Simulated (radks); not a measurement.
The mean radii <r> (bohr) of the occupied orbitals of an atom or ion are listed with their occupations. Calculated with a radial shooting solver on a logarithmic mesh with Libxc functionals: Dirac Kohn-Sham, PBE, spin-unpolarised, spherical densities, finite nucleus; Fermi nuclear charge, rms radius of each element as measured or else 0.836 A^(1/3) + 0.57 fm.

orbital     occ.      <r>
1s1/2          2  0.04275
2s1/2          2   0.1893
2p1/2          2   0.1627
2p3/2          4   0.1666
3s1/2          2   0.5512
3p1/2          2   0.5569
3p3/2          4   0.5674
3d3/2          4   0.5875
3d5/2          6   0.5916
4s1/2          2    1.634
4p1/2    1.33333    1.937
4p3/2    2.66667    1.974

Name the element and its charge. Open shells, if any, are shared by 2j + 1.

Answer. Z = 35, bromine, charge +1: Br+ in [Ar] 3d10 4s2 4p4. The 1s radius gives Z: for a bare nucleus <r> = (2 gamma + 1)/(2Z) with gamma = sqrt(1 - (Z/c)^2), 0.04191 bohr for Z = 35, and screening makes it slightly larger (0.04275 here). The occupations add up to 34, and the charge is Z minus that.
